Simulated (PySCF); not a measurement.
# Magnetic susceptibility: SMILES FC(F)(F)C(F)(F)C#P, C₃F₅P

Geometry:
```json
{"atom": "F1", "x (Å)": "-0.831", "y (Å)": "-1.104", "z (Å)": "-1.175"}
{"atom": "C2", "x (Å)": "-0.933", "y (Å)": "-0.382", "z (Å)": "-0.055"}
{"atom": "F3", "x (Å)": "-0.901", "y (Å)": "-1.238", "z (Å)": "0.971"}
{"atom": "F4", "x (Å)": "-2.119", "y (Å)": "0.212", "z (Å)": "-0.056"}
{"atom": "C5", "x (Å)": "0.251", "y (Å)": "0.625", "z (Å)": "0.044"}
{"atom": "F6", "x (Å)": "0.076", "y (Å)": "1.366", "z (Å)": "1.173"}
{"atom": "F7", "x (Å)": "0.137", "y (Å)": "1.500", "z (Å)": "-0.993"}
{"atom": "C8", "x (Å)": "1.503", "y (Å)": "-0.088", "z (Å)": "0.036"}
{"atom": "P9", "x (Å)": "2.832", "y (Å)": "-0.885", "z (Å)": "0.029"}
```

Theory: GIAO PBE/cc-pVDZ magnetisability, rotational g tensor and spin-rotation constants, non-relativistic, gas phase (PySCF 2.14.0). Geometry: GFN2-xTB.

Q: What are the magnetisability and the molar susceptibility?

A: Isotropic -1139 × 10⁻³⁰ J/T², or -68.6 × 10⁻⁶ cm³/mol; principal values -1239, -1106, -1071 × 10⁻³⁰ J/T², anisotropy 154 × 10⁻³⁰ J/T² (root of half the summed squared differences of the principal values). The susceptibility is in cgs units.

Q: Split it along the inertial axes a, b, c into diamagnetic and paramagnetic parts about the centre of mass, with the quadrupole moment.

A: 
| axis | χ (10⁻⁶ cm³/mol) | diamagnetic (10⁻⁶ cm³/mol) | paramagnetic (10⁻⁶ cm³/mol) | summed x² of all electrons (Å²) | quadrupole Θ (D Å) |
| --- | --- | --- | --- | --- | --- |
| a | -72.3 | -590.0 | 517.8 | 203.7 | +5.37 |
| b | -66.9 | -1090.3 | 1023.5 | 85.7 | -2.97 |
| c | -66.6 | -1227.8 | 1161.2 | 53.3 | -2.40 |

Anisotropies 2χaa − χbb − χcc = -11.0 and 2χbb − χaa − χcc = +5.1 × 10⁻⁶ cm³/mol. Θ is traceless in Buckingham's convention.

Q: And the rotational g tensor?

A: 
| axis | rotational constant (GHz) | g | nuclear part | electronic part |
| --- | --- | --- | --- | --- |
| a | 2.0614 | -0.0231 | 0.4784 | -0.5014 |
| b | 1.0313 | -0.0118 | 0.4841 | -0.4959 |
| c | 0.9062 | -0.0106 | 0.4838 | -0.4944 |

Asymmetric top; isotopes 12C, 19F, 31P; no vibrational averaging.
